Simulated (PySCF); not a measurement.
Sn(F)3(OSiH3) (F₃H₃OSiSn), SMILES [F][Sn]([F])([F])[O][SiH3].

Geometry: PBE-D3(BJ)/def2-SVP. The structure was generated by enumeration; whether it is a known compound was not checked. The def2 effective core potentials stand for the cores of Sn; spin–orbit coupling is left out. Other conformers were not sampled.

Level of theory: C-PCM-B3LYP/def2-SVP (PySCF).

The values are the electrostatic part of the solvation free energy, E(continuum) − E(gas) at the gas-phase geometry, in a cavity of scaled van der Waals radii (PySCF's table); cavitation and dispersion terms are not included. A continuum can't describe solvent molecules that bind to the metal. In vacuum the orbital gap is 5.42 eV. The dipole moment in vacuum is 2.04 D.

Computed values in water (ε = 78.36), diethylether (ε = 4.24), methanol (ε = 32.61):
```tsv
solvent	ε	ΔG(elec) (kcal/mol)	dipole (D)	gap (eV)
water	78.36	-4.6	2.34	5.23
diethylether	4.24	-3.5	2.26	5.28
methanol	32.61	-4.5	2.33	5.24
```
